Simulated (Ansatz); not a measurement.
Ge19PH36. The state is a doublet with charge 0. Geometry PBE-D4/def2-SVP, basis def2-TZVP, Ansatz.

Cartesian coordinates in Å:
```
Ge -2.753 -2.802 1.420
Ge -5.775 -0.625 -0.322
Ge -3.092 2.090 -1.784
Ge 0.493 -4.855 2.784
Ge 3.066 -2.022 1.340
Ge 2.655 2.696 -0.956
Ge -0.263 4.907 -2.780
Ge 5.995 0.720 0.411
Ge -4.242 -2.524 -0.499
Ge -1.112 -4.558 0.964
P -1.646 -0.774 1.889
Ge -1.617 0.175 -2.187
Ge -4.715 1.559 -0.031
Ge -1.953 4.172 -1.175
Ge 1.535 -1.039 -0.302
Ge 1.863 -2.892 3.283
Ge 4.625 -0.317 2.150
Ge 1.638 3.397 -3.069
Ge 4.712 1.493 -1.521
Ge 1.120 1.282 0.337
H -3.609 -3.248 2.647
H -6.739 -0.889 0.873
H -6.641 -0.572 -1.615
H -3.910 2.342 -3.092
H -0.294 -5.275 4.061
H 1.451 -6.029 2.422
H 3.872 -3.189 0.692
H 3.030 3.974 -0.144
H -0.964 5.133 -4.153
H 0.282 6.287 -2.306
H 7.067 -0.306 -0.062
H 6.748 1.935 1.029
H -5.100 -3.820 -0.616
H -3.395 -2.410 -1.797
H -1.889 -5.894 0.768
H -0.369 -4.253 -0.366
H -2.834 -0.126 2.383
H -1.243 -1.197 3.207
H -2.159 -0.722 -3.351
H -0.163 0.601 -2.576
H -5.825 2.652 -0.034
H -4.011 1.622 1.354
H -3.056 5.270 -1.076
H -1.323 4.027 0.238
H 0.223 -1.863 -0.408
H 2.216 -1.062 -1.701
H 0.974 -1.762 3.877
H 2.897 -3.282 4.381
H 3.789 0.791 2.854
H 5.554 -0.949 3.228
H 1.192 2.139 -3.867
H 2.713 4.134 -3.924
H 4.332 0.265 -2.395
H 5.617 2.416 -2.392
H -0.345 1.710 0.053
H 1.379 1.466 1.860
```

```json
{"run": "A", "HOMO (eV)": "-6.38", "LUMO (eV)": "-2.93"}
{"run": "B", "HOMO (eV)": "-5.47", "LUMO (eV)": "-3.68"}
{"run": "C", "HOMO (eV)": "-6.11", "LUMO (eV)": "-3.11"}
{"run": "D", "HOMO (eV)": "-5.11", "LUMO (eV)": "-3.96"}
```

Single mean-field runs in def2-TZVP are fitted with def2-universal-jkfit.

HOMO and LUMO are taken over both spins.

Question: The runs used PBE, PBE0, r2SCAN, r2SCAN0. Estimate which is which.

Answer: A r2SCAN0 (25 % exact exchange); B r2SCAN (0 % exact exchange); C PBE0 (25 % exact exchange); D PBE (0 % exact exchange). Exact exchange lowers occupied and raises empty levels; among semilocal functionals meta-GGAs tend to open the gap a little, and such runs are hard to tell apart. The gap grows from 1.15 eV (PBE) to 3.45 eV (r2SCAN0).
